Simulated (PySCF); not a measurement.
C2H5O, multiplicity 2. Atoms are numbered in the order given.

```xyz
8

C     -1.2066    -0.1772     0.2156
C      0.2050     0.2090     0.4312
O      1.0465    -0.0826    -0.6241
H     -1.7890    -0.0166     1.1330
H     -1.6919     0.4037    -0.5964
H     -1.2882    -1.2402    -0.0639
H      0.4736     1.0672     1.0550
H      1.9336     0.2556    -0.4163
```
Charge 0, spin multiplicity 2.

Geometry: PBE-D3(BJ)/def2-TZVP. The isomer is the one that the SMILES or the coordinates give; other isomers of the formula were not compared. The values are those of a single conformer.

Method: PBE-D3(BJ)/def2-TZVP in PySCF 2.14.0.

No scaling factor is applied to the harmonic values.

Computed harmonic wavenumbers and intensities:
```
mode  ν (cm⁻¹)  IR (km/mol)  moving atoms (share of kinetic energy)
----  --------  -----------  --------------------------------------
1          180          3.3                                  H 85 %
2          362        122.8                           H 88 %, C 8 %
3          399         11.1                  H 38 %, C 35 %, O 27 %
4          534         19.8                          H 76 %, C 19 %
5          908         12.4                  H 47 %, C 35 %, O 18 %
6          982          3.7                          H 70 %, C 30 %
7         1033         28.2                          H 57 %, C 42 %
8         1182         50.8                  H 43 %, C 32 %, O 25 %
9         1232        105.6                  H 65 %, C 25 %, O 10 %
10        1341          0.5                          H 82 %, C 17 %
11        1399          7.9                          H 77 %, C 21 %
12        1412         18.7                          H 73 %, C 25 %
13        1435          1.8                                  H 94 %
14        2873         54.7                                  H 95 %
15        2976         17.1                                  H 93 %
16        3046          4.8                           H 92 %, C 8 %
17        3068         43.0                           H 92 %, C 8 %
18        3709         44.0                                  H 94 %
```
